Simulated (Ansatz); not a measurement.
H₆Ge₂, charge -1, doublet, geometry from GFN2-xTB (a state made from the parent by changing its charge; the spin is typed, not shown lowest) (a gas-phase anion, which may not be bound at this level); B3LYP/STO-3G run with Ansatz (a program for electronic structure).

Ansatz was given this input:
Ansatz 0.2 input:
```yaml
crystal:
  periodic: [false, false, false]
  atoms:
    - {symbol: Ge, position_ang: [-1.23522005, 0.51292370, -0.12591087]}
    - {symbol: Ge, position_ang: [1.23525908, -0.51205515, 0.12902469]}
    - {symbol: H, position_ang: [-1.92530595, -0.60516687, -1.02753875]}
    - {symbol: H, position_ang: [-2.47835897, 1.61253592, -0.42053532]}
    - {symbol: H, position_ang: [-1.94017119, -0.02486483, 1.19983024]}
    - {symbol: H, position_ang: [2.47831690, -1.61347220, 0.41717868]}
    - {symbol: H, position_ang: [1.96734679, 0.62962708, 0.96829304]}
    - {symbol: H, position_ang: [1.89692349, -0.02645262, -1.23686999]}
basis:
  gaussian:
    orbitals: STO-3G
hamiltonian:
  xc: b3lyp
total_charge: -1
magnetization: {spin_polarized: true, initial_magnetization: 1}
```

What the program printed (banner, timings and long lists left out):

```
Functional definition: B3LYP
443 factors; integrals over basis functions are off by at most 1.7e-5 eV
mean field evaluation 1: about -111808.5410 eV, gradient 4.7e1 eV
mean field evaluation 2: about -111814.4784 eV, gradient 3.5e1 eV
mean field evaluation 4: about -111824.8589 eV, gradient 1.6e0 eV
mean field evaluation 8: about -111824.8512 eV, gradient 5.1e-2 eV
mean field evaluation 16: about -111824.8513 eV, gradient 1.4e-5 eV
mean field -111824.85128172 eV, -4109.4874869968 hartree, gradient 1.2e-5 eV, S^2 0.755341; 0 other end points of the search recorded, 0 dependent functions left out
reference -111824.85146265 eV, -4109.4874936457 hartree; 36, 35 occupied and 6, 7 virtual orbitals, 443 factors
Total energy: -111824.85146265 eV, -4109.4874936457 hartree
```
